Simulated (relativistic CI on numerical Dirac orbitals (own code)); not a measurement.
d8 in a ligand field

Computed with a parametric ligand-field model of a d^n configuration (Racah B and C, spin-orbit zeta, crystal field), exact diagonalisation.

Field parameters in Wybourne normalisation: Td as Oh with Dq negative (B⁴₀ = 21Dq, B⁴₄ = √(5/14) B⁴₀). The field is a parameter set, without covalency.

Q: Ground term and bands for B = 540, C = 2760, ζ = 0 cm⁻¹, Td, 10Dq = -9290 cm⁻¹?

A: Ground term 3T1 with 3.95 electrons in the two orbitals of the cubic e set. Spin-allowed: 3T2 8377 cm⁻¹ (1194 nm), 3T1 15563 cm⁻¹ (643 nm), 3A2 17667 cm⁻¹ (566 nm). Lowest spin-forbidden: 1T2 9083 cm⁻¹ (1101 nm), 1E 9275 cm⁻¹ (1078 nm), 1A1 18027 cm⁻¹ (555 nm).

Q: Ground term and bands for B = 540, C = 2760, ζ = 0 cm⁻¹, Td, 10Dq = -11720 cm⁻¹?

A: Ground term 3T1 with 3.97 electrons in the two orbitals of the cubic e set. Spin-allowed: 3T2 10711 cm⁻¹ (934 nm), 3T1 17801 cm⁻¹ (562 nm), 3A2 22431 cm⁻¹ (446 nm). Lowest spin-forbidden: 1T2 9066 cm⁻¹ (1103 nm), 1E 9219 cm⁻¹ (1085 nm), 1A1 18727 cm⁻¹ (534 nm).

Q: Ground term and bands for B = 540, C = 2760, ζ = 0 cm⁻¹, Td, 10Dq = -5400 cm⁻¹?

A: Ground term 3T1 with 3.92 electrons in the two orbitals of the cubic e set. Spin-allowed: 3T2 4717 cm⁻¹ (2120 nm), 3A2 10117 cm⁻¹ (988 nm), 3T1 12135 cm⁻¹ (824 nm). Lowest spin-forbidden: 1T2 9061 cm⁻¹ (1104 nm), 1E 9367 cm⁻¹ (1068 nm), 1T2 15194 cm⁻¹ (658 nm).

Q: Ground term and bands for B = 540, C = 2760, ζ = 0 cm⁻¹, Td, 10Dq = -8800 cm⁻¹?

A: Ground term 3T1 with 3.95 electrons in the two orbitals of the cubic e set. Spin-allowed: 3T2 7910 cm⁻¹ (1264 nm), 3T1 15119 cm⁻¹ (661 nm), 3A2 16710 cm⁻¹ (598 nm). Lowest spin-forbidden: 1T2 9086 cm⁻¹ (1101 nm), 1E 9287 cm⁻¹ (1077 nm), 1A1 17856 cm⁻¹ (560 nm).

Q: Ground term and bands for B = 540, C = 2760, ζ = 0 cm⁻¹, Td, 10Dq = -8320 cm⁻¹?

A: Ground term 3T1 with 3.95 electrons in the two orbitals of the cubic e set. Spin-allowed: 3T2 7453 cm⁻¹ (1342 nm), 3T1 14687 cm⁻¹ (681 nm), 3A2 15773 cm⁻¹ (634 nm). Lowest spin-forbidden: 1T2 9087 cm⁻¹ (1100 nm), 1E 9299 cm⁻¹ (1075 nm), 1A1 17677 cm⁻¹ (566 nm).
